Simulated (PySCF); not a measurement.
CH3O2 (cation, charge +1), SMILES O=C[OH2+] at its CAM-B3LYP/def2-SVP optimised geometry (Å):

```
6

O      0.3197    -1.5970     0.2821
C     -0.3371    -0.6641     0.2011
O      0.4259     0.7089     0.0000
H     -1.4087    -0.4049     0.2121
H      0.0100     1.5970     0.0000
H      1.4087     0.7089     0.0000
```

Computed with CAM-B3LYP/def2-TZVP in PySCF.

Map of the log10 of the electron density (e/bohr³), floored at −4 on the plane z = 1.5 Å:

```
|000000000000000000000000000|
|000000000000000000000000000|
|000000000000000000000000000|
|000000000000000000000000000|
|000000000000000000000000000|
|000000000000000000000000000|
|000000000000122210000000000|
|000000000001234332000000000|
|000000000012455543200000000|
|000000000023566664310000000|
|000000000134577765420000000|
|000000012345677765420000000|
|000000124556677765320000000|
|000000245677777654310000000|
|000000346778887654200000000|
|000000346788998764310000000|
|000000245678999875310000000|
|000000134678999986420000000|
|000000013467999986420000000|
|000000001357899986420000000|
|000000000246788875310000000|
|000000000134566654200000000|
|000000000012444432000000000|
|000000000000122210000000000|
|000000000000000000000000000|
|000000000000000000000000000|
|000000000000000000000000000|
```
Scale: ten equal steps from -4.00 (start of '0') to -1.96 (end of '9'), in the order '0123456789'; x runs from -4.00 to 4.00, y from -4.00 (bottom) to 4.00 (top).
